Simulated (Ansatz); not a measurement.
`C[SiH]([GeH3])C#N` + `[GeH3][SeH]` → `[GeH3][Se][GeH3]` + `C[SiH2]C#N` at 298.15 K and 1 bar (cleavage of the Ge–Si bond).

Computed with Ansatz on PBE0-D4/def2-TZVP structures; ΔE is electronic, products minus reactants. CBS: MP2 limit from def2 TZ/QZ plus the TZ coupled-cluster correction, frozen cores. For Ge, Se outer-core shells are correlated without core-valence functions, which leaves a few kJ/mol of doubt a bond. Scalar relativity is left out up to krypton.

```csv
species,CCSD(T)/CBS energy (Eh),H − E (kJ/mol),S (J/(mol·K))
`C[SiH]([GeH3])C#N`,-2500.21357,229.6,388.0
`[GeH3][SeH]`,-4479.23116,96.5,300.6
`[GeH3][Se][GeH3]`,-6556.56757,147.4,372.4
`C[SiH2]C#N`,-422.89500,181.0,312.3
```

H − E and S are ideal-gas, rigid-rotor, harmonic terms from PBE0-D4/def2-TZVP, for one conformer and one mirror image of each species. 1 Eh = 2625.50 kJ/mol, R = 8.31446 J/(mol·K).

Question: By hand: ΔE, ΔH, ΔS and ΔG.

Answer: ΔE = (-6556.56757) + (-422.89500) − (-2500.21357) − (-4479.23116) = -0.01784 Eh = -46.8 kJ/mol. Δ(H − E) = 147.4 + 181.0 − 229.6 − 96.5 = 2.3, so ΔH = -44.5 kJ/mol. ΔS = 372.4 + 312.3 − 388.0 − 300.6 = -3.9 J/(mol·K). ΔG = -44.5 − 298.15 × (-3.9)/1000 = -43.3 kJ/mol.

Question: By hand: the equilibrium constant, and the temperature at which ΔG would vanish if ΔH and ΔS stayed fixed.

Answer: log₁₀ K = −ΔG/(RT ln 10) = 7.6. ΔG = 0 at ΔH/ΔS = 11410 K, far beyond where these terms or the molecules hold.

The number of gas molecules stays the same, so ΔS is small and ΔH decides. A doubt of 5 kJ/mol in ΔE shifts log₁₀ K by 0.9 here. Other conformers and mirror images would add mixing entropy, several J/(mol·K) or more a flexible species. Modes under 60 cm⁻¹, often nearly free rotors, make the harmonic entropy too high. These are equilibria of isolated gas molecules and say nothing of rates. Largest T1 diagnostic: 0.012 (customary marks: 0.02 for closed shells, 0.045 for open ones).
